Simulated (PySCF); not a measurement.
Species: C2H12NPSi2.
Structure used (GFN2-xTB), in Å, numbered top down from 1:
```xyz
18
C2H12NPSi2 angstrom
C     -1.2758   -1.6811   -0.2086
N     -0.8245   -0.3079   -0.3137
Si    -1.9217    0.9609    0.1325
Si     0.8949   -0.1615   -0.5323
C      1.4670    1.6340   -0.3128
P      1.8872   -1.6131    0.8846
H     -0.9172   -2.1457    0.7170
H     -0.8917   -2.2668   -1.0451
H     -2.3621   -1.7294   -0.2190
H     -1.5328    2.1469   -0.6241
H     -1.8893    1.2416    1.5761
H     -3.2564    0.4948   -0.2461
H      1.2057   -0.6409   -1.8933
H      2.5474    1.6919   -0.3987
H      1.1848    2.0316    0.6571
H      1.0394    2.2751   -1.0743
H      3.1198   -0.9900    0.8545
H      1.5167   -0.9339    2.0344
```

Level of theory: TDDFT CAM-B3LYP/def2-SVPD, vertical, gas phase, core orbitals frozen in the response in PySCF 2.14.0, density-fitted response routines.

Frontier orbitals with the atoms that hold most of them (Löwdin shares over 4%, at most four atoms; ? is withheld):

```json
{"orbital": "LUMO+2", "ε (eV)": "1.60", "atoms": "Si3 26%, P6 12%, Si4 8%, H18 6%"}
{"orbital": "LUMO+1", "ε (eV)": "1.30", "atoms": "Si3 29%, H12 9%, H11 9%, Si4 8%"}
{"orbital": "LUMO", "ε (eV)": "?", "atoms": "?"}
{"orbital": "HOMO", "ε (eV)": "-7.94", "atoms": "N2 37%, P6 24%, Si4 9%, C1 6%"}
{"orbital": "HOMO-1", "ε (eV)": "-8.76", "atoms": "?"}
{"orbital": "HOMO-2", "ε (eV)": "-10.41", "atoms": "P6 28%, Si4 24%, H13 14%, H18 8%"}
{"orbital": "HOMO-3", "ε (eV)": "-10.84", "atoms": "C5 30%, Si4 19%, C1 9%, P6 8%"}
```

Task: Which atoms hold the HOMO-1, and with what shares?

Result: P6 (bonded to Si and 2 H) 43%; N2 (bonded to C and 2 Si) 15%; Si4 (bonded to C, N, P and H) 9%; C5 (bonded to Si and 3 H) 7%.

Task: Which atoms hold the LUMO, and with what shares?

Result: Si3 (bonded to N and 3 H) 22%; Si4 (bonded to C, N, P and H) 14%; P6 (bonded to Si and 2 H) 8%; C5 (bonded to Si and 3 H) 8%. By element: silicon 36%, phosphorus 8%, carbon 8% or more.

Task: What is the LUMO energy, and the HOMO–LUMO gap?

Result: ε(LUMO) = 1.02 eV; the gap is 8.96 eV (0.3291 hartree).

Task: The HOMO–LUMO gap is 8.96 eV. Where does the response calculation put the lowest singlet, and from which orbitals?

Result: S1 is at 5.90 eV (f = 0.0021), 3.06 eV below the gap, made of HOMO→LUMO (44%), HOMO→LUMO+1 (39%). Without the coupling terms of the response equations the lowest excitation would equal the gap.

Next come S2 at 6.28 eV (f 0.021), HOMO→LUMO (33%), HOMO→LUMO+2 (14%), HOMO→LUMO+1 (11%); S3 at 6.54 eV (f 0.011), HOMO→LUMO+1 (24%), HOMO→LUMO+5 (18%), HOMO-1→LUMO+1 (14%); S4 at 6.75 eV (f 0.043), HOMO→LUMO+3 (35%), HOMO-1→LUMO (24%), HOMO→LUMO+5 (17%); S5 at 6.86 eV (f 0.012), HOMO→LUMO+2 (48%), HOMO→LUMO+7 (9%).

One conformer stands for the species.
